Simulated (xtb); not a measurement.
C₂Cl₂O₂Pt (SMILES [O+]#[C-]->[Pt]([Cl])([Cl])<-[C-]#[O+]), singlet, geometry from GFN2-xTB (such geometries of metal compounds can be far from the true shape). Base run: GFN0-xTB (xtb 6.7.1).

Geometry (Å):
```xyz
7

Pt     0.0000     0.0000     0.0000
Cl     2.1226    -0.9255     0.0016
Cl    -2.1226     0.9255    -0.0016
O      1.1402     2.7935     0.0290
C      0.7264     1.7460     0.0182
O     -1.1402    -2.7935    -0.0290
C     -0.7264    -1.7460    -0.0182
```
All else is at xtb's defaults.
Base energy -23.66154 Eh.

The base run was repeated with changes; each row names its change, and settings that it needs were set with it.

```
change         ΔE vs base (mEh)  HOMO-LUMO gap (eV)
-------------  ----------------  ------------------
base                      0.000                3.23
acc = 1000                0.000                3.23
etemp = 10000               [?]                3.23
etemp = 3000             -0.114                3.23
etemp = 1000              0.000                3.23
acc = 0.0001              0.000                3.23
```

Task: Complete the blanks.

Result: 
- etemp = 10000, ΔE vs base (mEh): -53.632
